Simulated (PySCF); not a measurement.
Screening by computed properties: pick the candidate that meets the target.

All species are isolated and taken at one optimised geometry, non-relativistic unless stated. Electronic properties by PySCF.

Dipoles, sizes and rotational constants follow the conformer. The torsions of the flexible species, by atom-mapped SMILES:
- `[CH2:1]=[C:2]([CH3:3])[CH2:4][SiH2:5][Cl:6]`: C1–C2–C4–Si5 99°, C2–C4–Si5–Cl6 -174°

Question: Wanted: HOMO–LUMO gap between 6.4 eV and 6.9 eV (B3LYP/def2-SVPD) and electronic spatial extent ⟨r²⟩ about the centre of nuclear charge above 1100 bohr² (B3LYP/def2-SVPD), at GFN2-xTB geometries. Which candidate meets both?
A. `[SiH3]/C(C)=C(/C)Cl`
B. `Cl[SiH2]CC(C)=C`
C. `Cc1nnncc1[SiH3]`
D. `C#CC(Cl)(Cl)Cl`

Answer: B. Computed values:
```
            species  HOMO–LUMO gap  electronic spatial extent ⟨r²⟩ about the centre of nuclear charge
    Cc1nnncc1[SiH3]        4.40 eV                                                         1135 bohr²
[SiH3]/C(C)=C(/C)Cl        6.15 eV                                                         1026 bohr²
    Cl[SiH2]CC(C)=C        6.64 eV                                                         1278 bohr²
     C#CC(Cl)(Cl)Cl        7.07 eV                                                          939 bohr²
```

Question: Wanted: dipole moment below 1.7 D (B3LYP/def2-SVPD) and lowest triplet excitation (Tamm–Dancoff) above 3 eV (TDA B3LYP/def2-SVPD), at GFN2-xTB geometries. Which candidate meets both?
A. `Cc1nnncc1[SiH3]`
B. `[SiH3]/C(C)=C(/C)Cl`
C. `C#CC(Cl)(Cl)Cl`
D. `Cl[SiH2]CC(C)=C`

Answer: D. Computed values:
```
            species  dipole moment  lowest triplet excitation (Tamm–Dancoff)
    Cl[SiH2]CC(C)=C         1.53 D                                   4.32 eV
     C#CC(Cl)(Cl)Cl         1.79 D                                   4.82 eV
[SiH3]/C(C)=C(/C)Cl         2.07 D                                   3.86 eV
    Cc1nnncc1[SiH3]         5.26 D                                   2.32 eV
```
